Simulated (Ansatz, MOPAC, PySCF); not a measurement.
Isomers of CH5AlFN: 1 is [Al]([F])([NH2])[CH3], 2 is C[NH][AlH][F]; one conformer of each (the lowest of an xTB search), B3LYP-D3(BJ)/def2-TZVP minima.
Isomer 1 (charge 0, multiplicity 1):
```json
[
 {"atom": "C", "x (Å)": "-1.4923", "y (Å)": "-0.1543", "z (Å)": "-0.0641"},
 {"atom": "Al", "x (Å)": "0.3061", "y (Å)": "0.3154", "z (Å)": "0.4924"},
 {"atom": "N", "x (Å)": "1.7632", "y (Å)": "-0.1049", "z (Å)": "-0.4091"},
 {"atom": "F", "x (Å)": "0.5411", "y (Å)": "1.1670", "z (Å)": "1.8990"},
 {"atom": "H", "x (Å)": "-1.4980", "y (Å)": "-0.7107", "z (Å)": "-1.0036"},
 {"atom": "H", "x (Å)": "-2.1070", "y (Å)": "0.7391", "z (Å)": "-0.1999"},
 {"atom": "H", "x (Å)": "-1.9894", "y (Å)": "-0.7675", "z (Å)": "0.6917"},
 {"atom": "H", "x (Å)": "1.7745", "y (Å)": "-0.6177", "z (Å)": "-1.2764"},
 {"atom": "H", "x (Å)": "2.7019", "y (Å)": "0.1337", "z (Å)": "-0.1301"}
]
```
Isomer 2 (charge 0, multiplicity 1):
```xyz
9

C     -1.244     0.102     0.356
N     -0.107    -0.003    -0.551
Al     1.597    -0.123    -0.125
F      2.696    -0.233    -1.361
H     -1.939    -0.736     0.244
H     -0.895     0.098     1.391
H     -1.806     1.029     0.206
H     -0.392    -0.003    -1.520
H      2.089    -0.129     1.360
```

No zero-point or thermal terms.

Rows in 6-31G*, STO-3G carry no dispersion term and start afresh at each structure (6-31G* with six Cartesian d functions). The state that AM1 reach isn't checked.

Programs: Ansatz (a quantum-chemistry and plane-wave program) with Gaussian orbitals; MOPAC for AM1 (differences of heats of formation); PySCF for 6-31G* rows, STO-3G rows. Values without a source in brackets are computed.

Q: One of these levels gives 11.08 kcal/mol for the electronic energy of isomer 2 less that of isomer 1. Name it.
A) HF/STO-3G
B) AM1
C) BLYP/def2-TZVPP
D) B3LYP/6-31G*

A: B, AM1. The others give 17.99 (HF/STO-3G), 20.74 (BLYP/def2-TZVPP), 16.53 (B3LYP/6-31G*)
